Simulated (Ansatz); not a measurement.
Ansatz (a program for electronic structure) input for Ba(Cl)2 anion (BaCl2), SMILES [Cl][Ba][Cl] (connectivity only; charge and spin as stated), charge -1, multiplicity 2, PBE-D3(BJ)/def2-SVPD. 

Ansatz 0.2 input:
```yaml
crystal:
  periodic: [false, false, false]
  atoms:
    - {symbol: Ba, position_ang: [0.00000000, 0.00000000, 0.00000000]}
    - {symbol: Cl, position_ang: [0.00000000, 0.00000000, -2.87883897]}
    - {symbol: Cl, position_ang: [0.00000000, 0.00000000, 2.87883897]}
basis:
  gaussian:
    orbitals: def2-SVPD
hamiltonian:
  xc: pbe
  dispersion: d3bj
total_charge: -1
magnetization: {spin_polarized: true, initial_magnetization: 1}
relax: {f_tol: 0.002, max_steps: 200}
```

Log of the run:

```
WARN ansatz: RAYON_NUM_THREADS=1 ignored (pool sized by the plan → 1); use --threads N
Functional definition: PBE
integrals: 0.03 GiB planned
836 factors; their error is unknown
mean field: 0.27 GiB planned
mean field evaluation 1: about -25726.9028 eV, gradient 5.1e0 eV
mean field evaluation 2: about -25726.8109 eV, gradient 6.0e0 eV
mean field evaluation 4: about -25727.0293 eV, gradient 3.0e-1 eV
mean field evaluation 8: about -25727.0073 eV, gradient 8.6e-4 eV
mean field evaluation 16: about -25725.8730 eV, gradient 2.0e0 eV
mean field evaluation 32: about -25725.9641 eV, gradient 4.4e-1 eV
mean field -25727.00725181 eV, -945.4500781122 hartree, gradient 1.4e-5 eV, S^2 0.750185; 5 other end points of the search recorded, 0 dependent functions left out
the calculation of the forces begins
reference -25727.00730377 eV, -945.4500800216 hartree; 23, 22 occupied and 64, 65 virtual orbitals, 836 factors
relax step   1: F+E_penalty+E_count = -25727.06018362 eV  Δ(F+E_penalty+E_count) = +0.000e0 eV  max|allowed force component| = 2.543e-2 eV/Å  Δτ_max = 0.0000 Å  (143 SCF iters, accepted)
these checks for a lower state are left out or cut short: starts, cluster_reference, orbital_swaps, neighbouring_geometries, increment
integrals: 0.03 GiB planned
836 factors; their error is unknown
mean field: 0.27 GiB planned
mean field evaluation 64: about -25727.0074 eV, gradient 7.3e-6 eV
mean field -25727.00739004 eV, -945.4500831921 hartree, gradient 7.6e-6 eV, S^2 0.750185; 0 other end points of the search recorded, 0 dependent functions left out
the calculation of the forces begins
reference -25727.00744199 eV, -945.4500851013 hartree; 23, 22 occupied and 64, 65 virtual orbitals, 836 factors
relax step   2: F+E_penalty+E_count = -25727.06029862 eV  Δ(F+E_penalty+E_count) = -1.150e-4 eV  max|allowed force component| = 5.755e-3 eV/Å  Δτ_max = 0.0037 Å  (33 SCF iters, accepted)
these checks for a lower state are left out or cut short: starts, cluster_reference, orbital_swaps, neighbouring_geometries, increment
integrals: 0.03 GiB planned
836 factors; their error is unknown
mean field: 0.27 GiB planned
mean field -25727.00740301 eV, -945.4500836687 hartree, gradient 3.2e-5 eV, S^2 0.750185; 0 other end points of the search recorded, 0 dependent functions left out
the calculation of the forces begins
reference -25727.00745496 eV, -945.4500855778 hartree; 23, 22 occupied and 64, 65 virtual orbitals, 836 factors
relax step   3: F+E_penalty+E_count = -25727.06030481 eV  Δ(F+E_penalty+E_count) = -6.193e-6 eV  max|allowed force component| = 5.212e-5 eV/Å  Δτ_max = 0.0011 Å  (24 SCF iters, accepted)
integrals: 0.03 GiB planned
836 factors; their error is unknown
mean field: 0.27 GiB planned
mean field evaluation 96: about -25726.0195 eV, gradient 6.0e-1 eV
mean field -25727.00740301 eV, -945.4500836687 hartree, gradient 3.2e-5 eV, S^2 0.750185; 6 other end points of the search recorded, 0 dependent functions left out
the calculation of the forces begins
reference -25727.00745496 eV, -945.4500855778 hartree; 23, 22 occupied and 64, 65 virtual orbitals, 836 factors
Total energy: -25727.06035676 eV, -945.4520296832 hartree
Atom 0 at    -0.000000     0.000000     0.000000 Å, force    -0.000000    -0.000000     0.000000 eV/Å
Atom 1 at     0.000000    -0.000000    -2.883612 Å, force     0.000000     0.000000    -0.000052 eV/Å
Atom 2 at     0.000000    -0.000000     2.883612 Å, force     0.000000     0.000000     0.000052 eV/Å
Dipole moment:    -0.000000    -0.000000     0.000000 e Å
```

The run converged.

Cost: very roughly 40 core-seconds.
